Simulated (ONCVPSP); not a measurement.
# Before and after: ONCV potential for Hf (Z = 72)

```
Element                 : Hf (Z = 72)
Generator               : ONCVPSP 4.0.1
Type                    : optimised norm-conserving Vanderbilt (ONCV)
Functional              : PW91
Relativity              : scalar-relativistic
Frozen core             : [Kr] 4d10 4f14
Valence charge          : 12
Reference configuration : 5s2 5p6 5d2 6s2
Partial waves           : 5s+6s: rc 2.10 bohr, ncon 5, nbas 9, qcut 5.7 1/bohr, 3 projectors, debl 3.6 Ha; 5p: rc 1.60 bohr, ncon 4, nbas 9, qcut 10.7 1/bohr, 2 projectors, debl 1.9 Ha; 5d: rc 3.05 bohr, ncon 3, nbas 6, qcut 6 1/bohr, 1 projector
Local potential         : polynomial inside 1.40 bohr (lpopt 4, dvloc0 0 Ha)
Core correction         : Teter function fitted to the true core (icmod 2), fcfact 0.35
```

All-electron outer shells of the reference configuration (PW91, scalar-relativistic, ld1.x):

```csv
shell,level (eV),outermost node (bohr),outermost maximum (bohr)
5s,-67.07,0.55,1.01
5p,-35.62,0.60,1.16
4f,-16.89,–,0.45
6s,-5.16,1.37,2.89
5d,-2.74,0.67,1.69
```

Change: d: qcut 4.2.

Cutoffs: the cutoffs (Ha) at which the residual kinetic energy of the hardest occupied pseudo-wave falls to 1 and 0.1 mHa per electron; they do not see the model core or the augmentation charge, which bear on the density cutoff. Errors are all-electron minus pseudo energies relative to the spin-unpolarised reference configuration.

Question: Predict the effect on cutoff, ghosts and configuration errors.

Answer: The potential gets neither clearly harder nor softer (31 Ha and 37 Ha → 31 Ha and 37 Ha); the p channel sets the loose cutoff, while the largest relative change is in d, which becomes softer; of the 3 tests that both files solve, the error grows in 3 and shrinks in 0 by more than 15 % and 0.3 meV (median size 1.9 → 15.2 meV); neither file shows a bound ghost.

```csv
quantity,base,changed
"cutoff, loose",31 Ha,31 Ha
"cutoff, tight",37 Ha,37 Ha
loose cutoff by channel,"s 12 Ha, p 31 Ha, d 9.2 Ha","s 12 Ha, p 31 Ha, d 6.9 Ha"
bound ghosts,none,none
GHOST(+) flags under 300 eV,none,d at 282.2 eV
tests with a reliable result,3 of 4,3 of 4
"error for 5s2 5p6 5d2 6s1, meV [ΔE 8.03 eV]",-2.4,-3.0
"error for 5s2 5p6 5d2 6s0, meV [ΔE 22.25 eV]",-1.9,-16
"error for 5s2 5p6 5d3 6s1, meV [ΔE 2.59 eV]",-1.0,+15
s: phases at 2.13 bohr within 0.05 rad from the reference energy up to (Ha; the scan ends near 5),to the end of the scan,to the end of the scan
p: phases at 1.63 bohr within 0.05 rad from the reference energy up to (Ha; the scan ends near 5),to the end of the scan,to the end of the scan
d: phases at 3.09 bohr within 0.05 rad from the reference energy up to (Ha; the scan ends near 5),0.7,0.5
"rms error of d²Exc/dni dnj with the model core, mHa",0.89,1.17
```
